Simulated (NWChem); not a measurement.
System: C6H5F; SMILES Fc1ccccc1

NWChem input:

```
start job
memory heap 200 mb stack 900 mb global 1100 mb
geometry units angstroms noautoz
  F      0.000000     0.000000    -2.269973
  C      0.000000     0.000000    -0.937306
  C      0.000000     1.214651    -0.261335
  C      0.000000     1.206439     1.132491
  C      0.000000     0.000000     1.832789
  C      0.000000    -1.206439     1.132491
  C      0.000000    -1.214651    -0.261335
  H      0.000000     2.144632    -0.832946
  H      0.000000     2.154924     1.674946
  H      0.000000     0.000000     2.924829
  H      0.000000    -2.154924     1.674946
  H      0.000000    -2.144632    -0.832946
end
basis spherical
  * library def2-svp
end
dft
  xc b3lyp
  iterations 150
  vectors input atomic output neutral.movecs
end
task dft energy
charge 1
dft
  odft
  mult 2
  vectors input atomic output cation.movecs
end
task dft energy
```

The geometry was optimised at PBE0/def2-SVP. B3LYP is NWChem's, with the RPA form of VWN correlation.

Ions are spin-unrestricted doublets at the neutral geometry; other ion states weren't tried.

Problem. Predict the main results of this run. (B3LYP/def2-SVP, vertical spin-unrestricted ions.) Quantities: vertical ionisation energy, ΔSCF (eV); −ε(HOMO) (eV).

Solution. 
- vertical ionisation energy, ΔSCF (eV) = 9.15
- −ε(HOMO) (eV) = 6.87
